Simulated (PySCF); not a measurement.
Species: C5H5NO2Se.
Atom-mapped SMILES: `[CH3:1][C:2](=[O:3])[O:4][c:5]1[cH:6][se:7][cH:8][n:9]1` (hydrogens: H10, H11, H12 on C1; H13 on C6; H14 on C8)

Structure used (PBE0-D3(BJ)/def2-SVP), in Å, numbered top down from 1:
```xyz
14
C5H5NO2Se angstrom
C     -2.7245    0.2494    0.0497
C     -1.3790   -0.3815   -0.1378
O     -1.1742   -1.5172   -0.4640
O     -0.4084    0.5253    0.1178
C      0.9245    0.2460    0.0233
C      1.5203   -0.9370   -0.3275
Se     3.3582   -0.7212   -0.2877
C      2.9754    1.0321    0.2283
N      1.7188    1.3094    0.3221
H     -2.8267    0.6049    1.0855
H     -2.8210    1.1271   -0.6054
H     -3.5059   -0.4835   -0.1773
H      1.0299   -1.8679   -0.5911
H      3.7687    1.7556    0.4312
```

Level: wB97X-D/def2-SVPD in PySCF, non-relativistic, on one gas-phase PBE0-D3(BJ)/def2-SVP geometry that isn't relaxed in the solvent. The solvent is an IEF-PCM continuum (Bondi radii, 1.10 Å for H, scaled by 1.2). The model holds no explicit solvent molecules, cavitation or dispersion. Spin–orbit coupling is left out although an atom past zinc is present.

Gas phase at wB97X-D/def2-SVPD: HOMO -8.76 eV, LUMO 0.52 eV, dipole 0.47 D.

What does the continuum do to the energy, the frontier levels and the dipole at wB97X-D/def2-SVPD in cyclohexane and methanol?

| solvent | ε | E(solvent) − E(gas) (kcal/mol) | polarisation term (kcal/mol) | distortion of the solute (kcal/mol) | HOMO (eV) | LUMO (eV) | dipole (D) |
| --- | --- | --- | --- | --- | --- | --- | --- |
| cyclohexane | 2.017 | -2.76 | -2.94 | 0.18 | -8.75 | 0.53 | 0.57 |
| methanol | 32.61 | -7.01 | -8.23 | 1.22 | -8.77 | 0.51 | 0.82 |

The polarisation term is half the interaction of the solute with the surface charges that it induces; the rest is the cost of distorting the solute's density. The sum is the electrostatic part of solvation alone. From cyclohexane to methanol the lowering changes by a factor 2.54, Onsager's factor (ε − 1)/(2ε + 1) by 2.36 and ε itself by 16.2.

How does the static polarisability (wB97X-D/def2-SVPD, frozen core, with the continuum's full static response) change?

```json
{"medium": "gas", "isotropic (au)": "96.2", "principal values (au)": "63.1, 96.4, 129.0", "⟨r²⟩ of the electrons (bohr²)": "1970.2"}
{"medium": "cyclohexane", "isotropic (au)": "108.5", "principal values (au)": "70.4, 111.0, 143.9", "⟨r²⟩ of the electrons (bohr²)": "1969.3"}
{"medium": "methanol", "isotropic (au)": "131.5", "principal values (au)": "88.2, 139.3, 166.9", "⟨r²⟩ of the electrons (bohr²)": "1968.0"}
```

The isotropic value in methanol is 1.37 times the gas-phase one; no cavity-field correction is applied. ⟨r²⟩ is taken about the centre of nuclear charge.

The pairwise dispersion term of wB97X-D wasn't added to the energies; at a given geometry it leaves orbitals and properties as they are.
